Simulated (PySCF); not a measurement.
Species: C₂H₇BO₃.
Numbering: `[CH3:1][O:2][B:3]([OH:4])[O:5][CH3:6]` (hydrogens: H7, H8, H9 on C1; H10 on O4; H11, H12, H13 on C6)

Theory: core-valence-separated Tamm–Dancoff BHandHLYP/aug-pcX-1 (pcseg-1 on H) in PySCF, non-relativistic, gas phase, PBE0-D3(BJ)/def2-SVP geometry. No shift to experiment was applied.

Task: Give energies, oscillator strengths and core holes at the O K edge.

Result: 
```tsv
E (eV)	f	core hole on	main final orbital
532.27	0.0180	O4	LUMO (47 %)
533.32	0.0002	O5	LUMO (71 %)
533.53	0.0012	O2	LUMO (59 %)
533.74	0.0193	O2	LUMO+11 (45 %)
533.78	0.0215	O4	LUMO+3 (44 %)
533.87	0.0339	O5	LUMO+1/LUMO+3 (2 roots, f summed)
533.93	0.0175	O2	LUMO+2 (43 %)
534.25	0.0077	O4	spread
534.44	0.0020	O2	LUMO+1 (78 %)
534.56	0.0059	O5	LUMO+1 (44 %)
534.67	0.0014	O5	LUMO+2 (65 %)
534.69	0.0023	O4	LUMO+2 (43 %)
534.91	0.0043	O2	LUMO+2 (50 %)
535.16	0.0046	O5	LUMO+3 (46 %)
```

The first line with a tenth or more of the strongest one's intensity is at 532.27 eV (f = 0.018), with the hole on O4 (boron-bound oxygen). The strongest listed is at 533.87 eV (f = 0.034, sum of 2; O5).

Task: Give energies, oscillator strengths and core holes at the C K edge.

Result: 
```tsv
E (eV)	f	core hole on	main final orbital
286.67	0.0431	C1/C6	LUMO (2 roots, f summed)
287.19	0.0222	C1/C6	LUMO+1/LUMO+2 (2 roots, f summed)
287.52	0.0648	C1/C6	LUMO+3 (2 roots, f summed)
287.55	0.0344	C6	LUMO+4 (35 %)
287.73	0.0268	C1	LUMO+1 (30 %)
288.44	0.0070	C6	LUMO (45 %)
288.54	0.0123	C1	LUMO (50 %)
```

The first line with a tenth or more of the strongest one's intensity is at 286.67 eV (f = 0.043, sum of 2), with the hole on C1/C6 (methoxy carbon). The strongest listed is at 287.52 eV (f = 0.065, sum of 2; C1/C6).

Task: List the boron K-edge absorption lines.

Result: 
| E (eV) | f | core hole on | main final orbital |
| --- | --- | --- | --- |
| 190.81 | 0.0980 | B3 | LUMO+11 (51 %) |
| 191.98 | 0.0003 | B3 | LUMO (80 %) |
| 193.02 | 0.0004 | B3 | LUMO+1 (85 %) |
| 193.22 | 0.0011 | B3 | LUMO+2 (95 %) |
| 193.36 | 0.0057 | B3 | LUMO+3 (92 %) |
| 193.73 | 0.0016 | B3 | LUMO+4 (47 %) |
| 194.13 | 0.0018 | B3 | LUMO+5 (60 %) |

The first line with a tenth or more of the strongest one's intensity is at 190.81 eV (f = 0.098), with the hole on B3 (three-coordinate boron). It is also the strongest listed.

Roots within 0.03 eV whose holes lie on the same, on equivalent or on shared atoms are summed into one line, and the highest roots are left out, as the search may have cut off their partners. Final orbitals are the ground state's empty Kohn–Sham orbitals.

Task: What are the wavelength and the wavenumber of the 533.74 eV line?

Result: λ = 12398.42 eV Å/533.74 eV = 23.229 Å; 4.3049 × 10⁶ cm⁻¹.

The ionisation thresholds weren't computed; near and above them a finite basis only mimics Rydberg series and continuum.

On one thread, Arm Neoverse N1 (aarch64), no GPU, shared host, this took 32 s of wall time and 0.91 GiB of memory at its peak.

Shape of the structure used: `[CH3:1][O:2][B:3]([OH:4])[O:5][CH3:6]`: C1–O2–B3–O4 -1°, O2–B3–O5–C6 0°, H–O4–B3–O2 -179°.

One conformer stands for the species.
